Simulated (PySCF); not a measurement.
Vibration and rotation of LaF

UHF-CCSD(T) constants of LaF, triplet, about 0.1 electrons in the 4f shell (Mulliken) (La x2c-TZVPall, F x2c-TZVPall; spin-free X2C with a Gaussian nucleus (PySCF 2.14); masses 138.9063 and 18.9984 u):

| Item | Value |
| --- | --- |
| ωe | 535.3 cm⁻¹ |
| ωexe | 1.84 cm⁻¹ |
| Be | 0.23157 cm⁻¹ |
| αe | 0.00108 cm⁻¹ |

Q: What force constant and bond length do these constants imply?

A: Reduced mass μred = 16.713 u; k = 5.8918×10⁻⁷·μred·ωe² (u, cm⁻¹, mdyn/Å) = 2.82 mdyn/Å; Re = √(16.8576/(μred·Be)) (u, cm⁻¹, Å) = 2.087 Å.

Q: Estimate the centrifugal constant D from the Kratzer relation and find the Dunham coefficient a1.

A: D = 4Be³/ωe² = 1.73e-07 cm⁻¹; a1 = −1 − αeωe/(6Be²) = -2.80.

Correlated steps freeze 19 core orbitals. These are scalar-relativistic numbers at best; spin–orbit coupling would shift them, the dissociation energy most. With d or f electrons several states lie close, and the lowest PBE0 determinant need not be the measured ground state.
